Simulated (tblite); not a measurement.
Species: C₈H₇O (doublet state).
Z-matrix (Å and degrees, GFN2-xTB geometry), rows numbered from 1:
```
C 
C   1  1.5065
O   2  1.2088  1  123.12
C   2  1.4833  1  114.38  3  -179.95
C   4  1.3700  2  123.77  1     0.05
C   5  1.3618  4  125.00  2   179.88
C   6  1.3953  5  117.46  4     0.08
C   7  1.3864  6  119.88  5    -0.07
C   8  1.3795  7  120.73  6     0.01
H   1  1.0879  2  109.35  3  -120.97
H   1  1.0865  2  110.24  3     0.03
H   1  1.0879  2  109.34  3   121.03
H   6  1.0795  5  122.10  4  -179.88
H   7  1.0806  6  119.52  5   179.95
H   8  1.0807  7  119.65  6  -179.97
H   9  1.0809  4  117.63  2     0.00
```

Structure optimised with GFN2-xTB, isolated species. This method treats the open shell by occupation alone, without spin polarisation.

Take the most abundant isotopes and a rigid rotor. The values belong to one conformer with, in the numbering `[CH3:1][C:2](=[O:3])[c:4]1[c:5][cH:6][cH:7][cH:8][cH:9]1`, C1–C2–C4–C5 0°.

(1) Give the principal moments of inertia and the rotational constants in GHz.

(2) What kind of rotor is it?

(3) Is it planar, by Δ = Ic − Ia − Ib?

(4) Give the coordinates in the principal-axis frame, origin at the centre of mass.

(5) Estimate the classical rotational partition function at 200 K, 298.15 K and 500 K.

Results:

(1) Ia = 131.27, Ib = 406.15, Ic = 534.30 u·Å²; 505379 MHz·u·Å²/I gives 3850, 1244 and 945.9 MHz, that is A = 3.8500, B = 1.2443, C = 0.9459 GHz.

(2) An asymmetric top. Ray's parameter κ = (2B − A − C)/(A − C) = -0.794; −1 is the prolate and +1 the oblate limit.

(3) Not planar: Δ = Ic − Ia − Ib = -3.12 u·Å². For a rigid frame Δ = −2 Σ m c², so Σ m c² = 1.56 u·Å² lies off the ab plane, practically all of it from hydrogen. The atom farthest from that plane is 0.88 Å away.

(4) The sense of each axis is arbitrary; atoms in the order of the calculation.
```tsv
atom	mass (u)	a (Å)	b (Å)	c (Å)
C1	12.000	-2.396	-1.246	0.000
C2	12.000	-1.704	0.092	0.000
O3	15.995	-2.300	1.144	-0.001
C4	12.000	-0.223	0.016	0.001
C5	12.000	0.479	-1.161	0.001
C6	12.000	1.837	-1.260	-0.001
C7	12.000	2.569	-0.073	0.000
C8	12.000	1.908	1.146	0.000
C9	12.000	0.530	1.200	0.000
H10	1.008	-2.094	-1.808	0.881
H11	1.008	-3.474	-1.112	-0.002
H12	1.008	-2.091	-1.809	-0.879
H13	1.008	2.342	-2.214	-0.003
H14	1.008	3.649	-0.113	-0.001
H15	1.008	2.479	2.064	0.000
H16	1.008	-0.010	2.137	-0.001
```

(5) Point group Cs, symmetry number σ = 1; q = (√π/σ)·√((kT/h)³/(ABC)), k/h = 20836.6 MHz/K: 224000 at 200 K, 408000 at 298.15 K, 885000 at 500 K.

For this open shell read J as N, the rotation without spin; fine and hyperfine splittings come on top. Its GFN2-xTB frequencies are all real (lowest 26 cm⁻¹). These are rigid-rotor constants of the computed structure; measured ground-state constants (B0) also hold zero-point vibration.
